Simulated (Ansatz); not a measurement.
Consider the ligand exchange at the Si–C bond: `C[Si](C)(N)O` + H–F → `C[Si](N)(O)F` + CH₄.

Computed with Ansatz on PBE0-D4/def2-TZVP structures; ΔE is electronic, products minus reactants. CBS: MP2 limit from def2 TZ/QZ plus the TZ coupled-cluster correction, frozen cores. This one scheme is used for every species. DFT in def2-TZVPP. Each species was taken in one conformer, which may not be the lowest.

```json
{"level": "r2SCAN-D4", "ΔE (kcal/mol)": "-41.6"}
{"level": "PBE0-D4", "ΔE (kcal/mol)": "-38.6"}
{"level": "r2SCAN", "ΔE (kcal/mol)": "-42.0"}
{"level": "PBE0", "ΔE (kcal/mol)": "-39.6"}
{"level": "HF/def2-TZVPP", "ΔE (kcal/mol)": "-46.4"}
{"level": "CCSD(T)/def2-TZVPP", "ΔE (kcal/mol)": "-39.9"}
{"level": "MP2/def2-QZVPP", "ΔE (kcal/mol)": "-39.5"}
{"level": "SCS-MP2/def2-QZVPP", "ΔE (kcal/mol)": "-40.9"}
```

Question: What does CCSD(T)/CBS give? (Estimate.)

Answer: The calculation gave: -39.6 kcal/mol. The listed levels differ from it by -2.0, 1.0, -2.4, 0.0, -6.8, -0.3, 0.1, -1.3 kcal/mol.

Largest T1 diagnostic among the species: 0.010.

The D4 term adds +1.8 kcal/mol with B3LYP and +1.0 kcal/mol with PBE0; it sums over pairs of atoms, weighted by their polarisabilities, and B3LYP, whose exchange is more repulsive, gets the larger term. In def2-TZVPP, CCSD(T) changes the Hartree–Fock value by +6.5 kcal/mol (the triples alone add +0.8 kcal/mol) and MP2 by +6.9 kcal/mol.

B3LYP here is the variant with VWN-RPA as its local correlation; programs differ in this.
